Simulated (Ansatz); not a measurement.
Computed with Ansatz on PBE0-D4/def2-TZVP structures; ΔE is electronic, products minus reactants. CBS: MP2 limit from def2 TZ/QZ plus the TZ coupled-cluster correction, frozen cores. Functionals use def2-TZVPP. One conformer a species, not always the lowest.

Consider the isomerisation: `CC(=O)N[SiH2]Cl` → `N[SiH](C=O)CCl`.

`CC(=O)N[SiH2]Cl`:

```xyz
12

C    -1.283   -0.036    1.595
C    -0.075    0.104    0.720
O     1.029    0.432    1.130
N    -0.194   -0.145   -0.609
Si    1.335    0.075   -1.433
Cl    0.873   -0.364   -3.401
H    -2.080    0.629    1.253
H    -1.016    0.212    2.620
H    -1.663   -1.059    1.554
H    -1.070   -0.420   -1.021
H     2.350   -0.902   -1.004
H     1.794    1.474   -1.402
```

`N[SiH](C=O)CCl`:

```xyz
12

N     0.873   -0.155    1.563
Si   -0.208   -0.390    0.271
C    -1.200    1.260    0.227
O    -0.982    2.109    1.059
C     0.641   -0.591   -1.399
Cl   -0.641   -0.729   -2.640
H     1.295   -0.892    2.099
H     0.791    0.710    2.077
H    -1.126   -1.552    0.416
H    -1.960    1.452   -0.562
H     1.262    0.268   -1.654
H     1.256   -1.490   -1.458
```

| level | ΔE (kcal/mol) |
| --- | --- |
| ωB97M-V | 52.7 |
| MP2/CBS(def2) | 53.5 |

(1) What does CCSD(T)/CBS give? (An estimate is asked.)

Largest T1 diagnostic among the species: 0.013.

Results:

(1) Ansatz gave: +51.5 kcal/mol. The listed levels differ from it by 1.2, 2.0 kcal/mol.

From PBE to PBE0 (25 % exact exchange), in def2-TZVPP and without D4, ΔE moves by +1.9 kcal/mol. In def2-TZVPP, CCSD(T) changes the Hartree–Fock value by −4.3 kcal/mol (the triples alone add −0.2 kcal/mol) and MP2 by −2.3 kcal/mol.
